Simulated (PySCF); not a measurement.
A structure optimised at PBE-D3(BJ)/def2-SVP, used in a PySCF frequency run:

```xyz
11

O      2.1630     0.0618     0.3888
Si     0.7077     0.1955    -0.4278
C     -0.6495     1.2678     0.3493
C     -1.7139     0.4327     0.4622
C     -1.4377    -0.9789     0.0091
N     -0.2741    -1.3128    -0.4380
H      2.1004    -0.2935     1.2927
H      1.0786     0.6057    -1.8166
H     -0.6923     2.3304     0.6296
H     -2.7114     0.7143     0.8438
H     -2.2615    -1.7272     0.0715
```

**Question.** Write its SMILES and formula.

**Answer.** O[Si@@H]1C=CC=N1, C3H5NOSi

**Question.** What are its rotational constants (standard atomic weights)?

**Answer.** 5.8080, 2.6496, 2.0537 GHz
